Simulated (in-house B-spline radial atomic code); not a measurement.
## KLI/ALDAx excitations of S4+

Method: KLI/ALDAx. Computed with a B-spline radial code for spherical atoms: linear response of the closed shell [Ne] 3s2 with the adiabatic LDA exchange kernel on the exchange-only KLI potential; non-relativistic, point nucleus, no spin-orbit coupling, no double excitations, S, P, D and F terms only.

Command:
```bash
python run_td.py task.json out
```
Settings (radii: box in bohr, nucleus in fm):
```
Z                        16
electrons                12
configuration            [Ne] 3s2
hamiltonian              nr
method                   kli
box_radius               19.1
intervals                71
```

Run time, properties included: 0.4 s on 1 thread of Intel(R) Xeon(R) Platinum 8259CL CPU @ 2.50GHz (Skylake/Cascade Lake), with other jobs on the host.

The lowest states, in the order of their Tamm-Dancoff energies; the method's threshold (minus the highest occupied level) is 70.76 eV. Labels give the largest channel, * marks a mixed state, and oscillator strengths are full-response dipole values. Semilocal kernels can invert the small singlet-triplet splittings of Rydberg terms. Energies in eV:

```json
{"state": "3s → 3p 3P", "full response": "9.323", "Tamm-Dancoff": "9.678", "oscillator strength": "-"}
{"state": "3s → 3p 1P", "full response": "15.894", "Tamm-Dancoff": "16.598", "oscillator strength": "1.36"}
{"state": "3s → 3d 3D", "full response": "26.716", "Tamm-Dancoff": "26.827", "oscillator strength": "-"}
{"state": "3s → 3d 1D", "full response": "?", "Tamm-Dancoff": "?", "oscillator strength": "-"}
{"state": "3s → 4s 3S", "full response": "?", "Tamm-Dancoff": "?", "oscillator strength": "-"}
{"state": "3s → 4s 1S", "full response": "38.39", "Tamm-Dancoff": "38.42", "oscillator strength": "-"}
{"state": "3s → 4p 3P", "full response": "41.20", "Tamm-Dancoff": "41.22", "oscillator strength": "-"}
{"state": "3s → 4p 1P", "full response": "41.90", "Tamm-Dancoff": "41.94", "oscillator strength": "0.106"}
{"state": "3s → 4d 3D", "full response": "47.11", "Tamm-Dancoff": "47.12", "oscillator strength": "-"}
{"state": "3s → 4d 1D", "full response": "47.56", "Tamm-Dancoff": "47.56", "oscillator strength": "-"}
```

Question: Where does 3s → 3d 1D lie?

Answer: At 29.635 eV in full response, 29.649 eV in Tamm-Dancoff.

Question: Where does 3s → 4s 3S lie?

Answer: At 36.94 eV in full response, 36.96 eV in Tamm-Dancoff.

Question: How large is the singlet-triplet splitting of 3s → 3p (P terms) in Tamm-Dancoff?

Answer: 6.92 eV, from the unrounded values.

Question: What polarisabilities and dispersion coefficient does the method give?

Answer: Dipole 4.151 bohr³, quadrupole 6.421 bohr⁵, C6 8.02 hartree·bohr⁶ for two such species.
